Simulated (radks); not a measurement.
The numbers below are computed, except where a source is named.
Sc, configuration [Ar] 3d1 4s2.

Level of theory: scalar-relativistic Kohn-Sham, PBEsol, spin-polarised, spherical densities, point nucleus; open shells are filled with parallel spins first; hard spherical wall at 3.5 bohr (a radial shooting solver on a logarithmic mesh with Libxc functionals).

Energy parts (eV):
part                      energy
total                 -20735.197
kinetic                21026.286
electron-nucleus      -49654.108
Hartree                 8938.796
exchange-correlation   -1046.171

Orbitals (lengths in bohr, moments of r in powers of bohr; r(max) is where P^2 peaks; r(90%) holds 90 % of the orbital's charge):
| orbital | occ. | eigenvalue (eV) | r(90%) | <r^2> | r(max) | <r^4> |
|---|---|---|---|---|---|---|
| 1s down | 1 | -4378.324 | 0.131 | 0.007188 | 0.04785 | 0.0001331 |
| 1s up | 1 | -4378.318 | 0.131 | 0.007188 | 0.04785 | 0.0001331 |
| 2s up | 1 | -461.0076 | 0.535 | 0.1402 | 0.2839 | 0.03477 |
| 2s down | 1 | -460.7557 | 0.535 | 0.1400 | 0.2839 | 0.03470 |
| 2p up | 3 | -375.2143 | 0.508 | 0.1174 | 0.2325 | 0.02859 |
| 2p down | 3 | -375.0179 | 0.507 | 0.1172 | 0.2324 | 0.02851 |
| 3s up | 1 | -44.5115 | 1.64 | 1.374 | 0.9321 | 3.061 |
| 3s down | 1 | -43.6319 | 1.64 | 1.375 | 0.9318 | 3.069 |
| 3p up | 3 | -23.4674 | 1.85 | 1.656 | 0.9781 | 4.614 |
| 3p down | 3 | -22.5969 | 1.85 | 1.660 | 0.9777 | 4.644 |
| 3d up | 1 | 7.2676 | 2.34 | 2.507 | 1.123 | 10.40 |
| 3d down | 0 | 8.0874 | 2.35 | 2.529 | 1.125 | 10.57 |
| 4s up | 1 | 14.6824 | 2.85 | 4.946 | 2.307 | 30.61 |
| 4s down | 1 | 15.2267 | 2.85 | 4.962 | 2.312 | 30.78 |
| 4p up | 0 | 23.1512 | 2.88 | 4.984 | 2.398 | 31.99 |
| 4p down | 0 | 23.6738 | 2.89 | 4.997 | 2.402 | 32.13 |
| 4d up | 0 | 38.7409 | 2.91 | 4.467 | 2.528 | 29.76 |
| 4d down | 0 | 39.2917 | 2.91 | 4.462 | 2.531 | 29.76 |
| 5s up | 0 | 76.5840 | 3.05 | 4.885 | 2.858 | 34.97 |
| 5s down | 0 | 77.1906 | 3.05 | 4.879 | 2.860 | 34.91 |

The highest occupied level is 4s down at 15.227 eV. The configuration is held as typed, so some empty levels lie below it. The density falls to 0.001 e/bohr^3 at r = 3.28 bohr. Spin moment in Bohr magnetons: 1. Summed over all electrons, <r^2> = 26.11 bohr^2, which gives a Langevin (diamagnetic) susceptibility term of -20.7 x 10^-6 cm^3/mol. The pressure on the wall is 275 GPa.
